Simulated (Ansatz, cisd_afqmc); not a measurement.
Species: N, charge 1, triplet.

Total energies in aug-cc-pVDZ, 4 correlated electrons, 1 frozen orbitals. Radicals and triplets start from unrestricted determinants; spin-orbit coupling is neglected. Correlated methods leave the cores frozen. No relativity. The Monte Carlo rows (phaseless AFQMC, CISD trial, step 0.005/hartree) carry one-sigma bars that omit the constraint's bias. Outlying blocks are dropped, and bars are widened where a walk drifts. Over all cases where full CI ran beside it in this data, AFQMC minus full CI had a median of +0.1 mEh and passed +0.4 mEh in a tenth of the cases. Full CI freezes restricted core orbitals and the other rows unrestricted ones, which leaves a small offset even where coupled cluster is exact.

| method | program | energy (Eh) | error against FCI (mEh) |
|---|---|---|---|
| HF | Ansatz | -53.88126 | 78.28 |
| MP2 | Ansatz | -53.93610 | 23.45 |
| CCSD | Ansatz | -53.95850 | 1.05 |
| CCSD(T) | Ansatz | -53.95937 | 0.18 |
| CCSDT(Q) | Ansatz | -53.95963 | -0.08 |
| CCSDTQ | Ansatz | -53.95964 | -0.09 |
| AFQMC/CISD | cisd_afqmc | -53.9595 ± 0.0001 | 0.0 ± 0.1 |
| FCI | Ansatz | -53.95955 | 0.00 |

Ansatz is a quantum-chemistry and plane-wave program.
